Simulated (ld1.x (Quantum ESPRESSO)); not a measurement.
# Plane-wave convergence, TM potential for rhenium

- Element: rhenium
- Generator: ld1.x (Quantum ESPRESSO) 7.5
- Type: norm-conserving Troullier–Martins (Kleinman–Bylander form)
- Functional: PBE
- Relativity: scalar-relativistic
- Frozen core: [Kr] 4d10 4f14
- Valence charge: 15
- Reference configuration: 5s2 5p6 5d5 6s0 6p0 (charge +2)
- Partial waves: 5p (bound): rc 1.40 bohr; 5d (bound): rc 1.35 bohr; 5s (bound): rc 1.50 bohr
- Local potential: the s channel
- Core correction: Bessel-smoothed model core inside 1.15 bohr

The pseudo-atom Hamiltonian at the reference potential is diagonalised in spherical Bessel functions j_l(qr) that vanish at 20 bohr, with q² up to the cutoff. All-electron valence levels (Ry): 5p -4.6787, 6p -0.9843, 5d -1.5740, 5s -7.4872, 6s -1.4750.

Task: How do the lowest levels (Ry) of each channel move with the cutoff, and are there ghosts?

Result:

```tsv
cutoff (Ry)	p #1	p #2	p #3	d #1	s #1	s #2	s #3	f #1	f #2	Σ f·Δε (mRy)
8	-3.9151	-0.8620	-0.3664	-1.1505	-7.1761	-1.4868	-0.5571	-0.3156	-0.1779	7321.2
18	-4.5917	-0.9794	-0.4029	-1.5143	-7.2851	-1.5594	-0.5851	-0.3205	-0.1815	1225.2
35	-4.6368	-0.9851	-0.4047	-1.5735	-7.4689	-1.5802	-0.5898	-0.3222	-0.1827	290.5
60	-4.6757	-0.9905	-0.4063	-1.5740	-7.4800	-1.5858	-0.5918	-0.3223	-0.1827	32.9
100	-4.6782	-0.9908	-0.4064	-1.5740	-7.4868	-1.5871	-0.5921	-0.3224	-0.1828	3.9
160	-4.6787	-0.9909	-0.4064	-1.5740	-7.4872	-1.5872	-0.5921	-0.3224	-0.1828	0.2
400	-4.6787	-0.9909	-0.4064	-1.5740	-7.4873	-1.5872	-0.5921	-0.3224	-0.1828	0.0
```

Result: no extra level below or beside the all-electron valence levels (p, d, s, f tested); 10 mRy is reached at 90 Ry and 1 mRy at 120 Ry.

Its largest configuration-test error is +3115 meV.
